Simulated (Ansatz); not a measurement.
The cluster V₂O⁺. The state is a quartet with charge 1. Geometry PBE-D4/def2-TZVP; atoms count from 1.

Cartesian coordinates in Å:
```
V -0.854 -0.862 0.140
V 0.462 0.676 0.728
O 0.392 0.186 -0.869
```

The charge 1 quartet is spin-contaminated (final ⟨S²⟩ up to 4.69, 3.75 for a pure state). At PBE0-D4/def2-TZVP a doublet of charge 1 lies 0.96 eV below the quartet, each at its own geometry. That doublet is doubtful there (⟨S²⟩ 3.03, where a pure state has 0.75). The structure comes from a short search, and lower isomers may exist.

Q: Estimate the Mulliken populations from the PBE0/def2-TZVP orbitals of Ansatz.

A: 
```json
{"atom": "V1", "charge (e)": "0.79", "spin (α − β)": "3.19", "d electrons": "3.62"}
{"atom": "V2", "charge (e)": "0.83", "spin (α − β)": "-0.23", "d electrons": "3.54"}
{"atom": "O3", "charge (e)": "-0.61", "spin (α − β)": "0.04", "d electrons": "–"}
```
Mulliken values and Mayer orders depend strongly on the basis.

Q: Where does the spin sit?

A: Summed by element: V 2.96, O 0.04, of 3 unpaired in all. Largest on single atoms: V1 3.19, V2 -0.23, O3 0.04.

Q: And the Mayer bond orders between bonded heavy atoms (over 0.3)?

A: V1–V2 1.67 (2.11 Å); V1–O3 0.69 (1.92 Å); V2–O3 1.51 (1.67 Å).
